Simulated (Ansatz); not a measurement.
CH₅ClOSi (`O[SiH2]CCl`). Total charge 0; spin multiplicity 1. All single points use the PBE0-D4/def2-TZVP geometry. It is one conformer, not always the lowest.

```xyz
9

O    -1.811    0.343    0.167
Si   -0.497   -0.143   -0.689
C     1.079    0.223    0.272
Cl    0.942   -0.583    1.867
H    -1.881    0.004    1.062
H    -0.509    0.635   -1.951
H    -0.515   -1.602   -0.972
H     1.218    1.289    0.460
H     1.974   -0.166   -0.216
```

**Question.** What is the dipole moment at r2SCAN/def2-TZVPP? (An estimate is asked.)

**Answer.** The calculation gave: 0.90 D, with components (0.79, 0.24, -0.37) D in this frame, pointing from negative to positive charge.

**Question.** And with PBE, B3LYP, ωB97M-V? (An estimate is asked.)

**Answer.** Ansatz gave: PBE 0.86 D, B3LYP 0.93 D, ωB97M-V 0.91 D.

**Question.** Give the Mulliken charges with r2SCAN, ωB97M-V, B3LYP in def2-TZVPP. (Estimate.)

**Answer.** The calculation gave: 
| atom | r2SCAN | ωB97M-V | B3LYP |
| --- | --- | --- | --- |
| O1 | -0.42 | -0.39 | -0.40 |
| Si2 | 0.52 | 0.42 | 0.51 |
| C3 | -0.14 | -0.29 | -0.21 |
| Cl4 | -0.18 | -0.14 | -0.17 |
| H5 | 0.20 | 0.18 | 0.19 |
| H6 | -0.09 | -0.04 | -0.08 |
| H7 | -0.09 | -0.05 | -0.09 |
| H8 | 0.10 | 0.15 | 0.13 |
| H9 | 0.09 | 0.14 | 0.13 |

B3LYP here is the variant with VWN-RPA as its local correlation; programs differ in this.
